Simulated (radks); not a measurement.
The potassium anion K-, [Ar] 4s2, held by a Watson sphere: a shell of charge +1.04 at radius R that stands for the Madelung well of a crystal (potential energy -1.04/R inside, -1.04/r outside, in hartree with lengths in bohr). Calculated with a radial shooting solver on a logarithmic mesh with Libxc functionals: non-relativistic Kohn-Sham, LDA (Slater exchange, Perdew-Wang correlation), spin-polarised, spherical densities, point nucleus. Response by self-consistent Sternheimer equations with the Hartree and adiabatic LDA kernel. The sphere does not respond.

R (bohr)  e(3s) (eV)  e(3p) (eV)  e(4s) (eV)  <r> 4s (bohr)  sum of <r^2> (bohr^2)  X-ray form factor at sin(theta)/lambda = 0.1 1/angstrom  alpha (bohr^3)
2.95         -36.603     -20.664      -3.834          4.260                  61.56                                                   17.014           178.2
3.61         -35.530     -19.582      -3.659          4.454                  65.32                                                   16.944           207.6
4.64         -34.663     -18.697      -3.317          4.801                  72.50                                                   16.846           274.8
5.15         -34.417     -18.444      -3.144          4.971                  76.30                                                   16.809           315.4
